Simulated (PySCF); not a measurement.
BiF3, SMILES [F][Bi]([F])[F].

Coordinates come from a PBE-D3(BJ)/def2-SVP optimisation. The isomer is the one that the SMILES or the coordinates give; other isomers of the formula were not compared. The def2 effective core potentials stand for the cores of Bi; spin–orbit coupling is left out.

The numbers are results of CAM-B3LYP/def2-TZVPD run with PySCF, not measurements.

Symmetry labels are those of the subgroup Cs that the program uses (full group C3v).

Problem. List the valence orbital energies around the gap with their symmetry. (Estimate from the structure and the level; the computed values follow.)

Solution. 
```json
[
 {"orbital": "HOMO−7", "symmetry": "A\"", "energy (eV)": "-14.13"},
 {"orbital": "HOMO−6", "symmetry": "A'", "energy (eV)": "-13.62"},
 {"orbital": "HOMO−5", "symmetry": "A\"", "energy (eV)": "-13.01"},
 {"orbital": "HOMO−4", "symmetry": "A'", "energy (eV)": "-13.01"},
 {"orbital": "HOMO−3", "symmetry": "A\"", "energy (eV)": "-12.72"},
 {"orbital": "HOMO−2", "symmetry": "A'", "energy (eV)": "-12.72"},
 {"orbital": "HOMO−1", "symmetry": "A\"", "energy (eV)": "-12.66"},
 {"orbital": "HOMO", "symmetry": "A'", "energy (eV)": "-11.67"},
 {"orbital": "LUMO", "symmetry": "A'", "energy (eV)": "-1.28"},
 {"orbital": "LUMO+1", "symmetry": "A\"", "energy (eV)": "-1.28"},
 {"orbital": "LUMO+2", "symmetry": "A'", "energy (eV)": "-0.99"},
 {"orbital": "LUMO+3", "symmetry": "A'", "energy (eV)": "0.83"}
]
```
